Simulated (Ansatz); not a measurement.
Isomers of C$_{3}$H$_{6}$B$_{2}$, relaxed with PBE0-D4/def2-TZVP in Ansatz; electronic energies, one conformer each and not always the lowest. Functionals use def2-TZVPP; CBS adds triple-zeta CCSD(T) − MP2 to the MP2 limit of def2-TZVPP and def2-QZVPP.

(1) Order them by energy at frozen-core CCSD(T)/CBS, lowest first. (An estimate is asked.)
A. `CBC1=CB1`
B. `C#CBBC`
C. `BC(B)=C=C`

(2) How do B3LYP-D4, PBE0-D4, B2PLYP, PBE-D4 place them (kJ/mol, against `CBC1=CB1`)? (An estimate is asked.)

Answers

(1) A (0.0 kJ/mol), B (97.5 kJ/mol), C (109.1 kJ/mol).

(2) The calculation gave: 
```csv
isomer,B3LYP-D4,PBE0-D4,B2PLYP,PBE-D4
`BC(B)=C=C`,99.7,125.2,104.3,118.5
`C#CBBC`,100.0,122.9,97.2,114.5
```

B3LYP here is the variant with VWN-RPA as its local correlation; programs differ in this.
